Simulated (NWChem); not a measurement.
C2H2N3, doublet; SMILES [c]1ncn[nH]1

```xyz
7

C     -1.1401     0.0996     0.0000
N     -0.4162     1.1579     0.0000
C      0.8485     0.6412     0.0000
N      0.9041    -0.6754     0.0000
N     -0.3997    -1.0157     0.0000
H      1.7477     1.2562     0.0000
H     -0.6860    -1.9864     0.0000
```
Atoms are numbered in this order, from 1.

Level: PBE0/def2-SVP, spin-unrestricted (NWChem), optimised geometry, unscaled harmonic frequencies. In the optimisation the excess spin sits in a' (Cs, its own frame).

Problem. List the harmonic frequencies with IR intensities, and the thermochemistry.

Solution. 
```csv
frequency (cm⁻¹),IR intensity (km/mol)
576,42.6
672,13.5
705,52.7
892,32.4
906,12.2
991,20.0
1126,38.0
1207,24.1
1245,5.5
1315,14.0
1448,24.2
1488,11.7
1630,79.4
3286,1.1
3697,122.0
```

The zero-point energy is 30.3 kcal/mol, the thermal correction to the enthalpy at 298.15 K (with zero-point energy) comes out as 33.0 kcal/mol and the heat capacity Cv is 11.1 cal/(mol K). The entropy at 298.15 K and 1 atm (symmetry number 1, electronic part: spin degeneracy alone) is 65.4 cal/(mol K) and the dipole moment is 2.21 D.

Rigid rotor and harmonic oscillator.
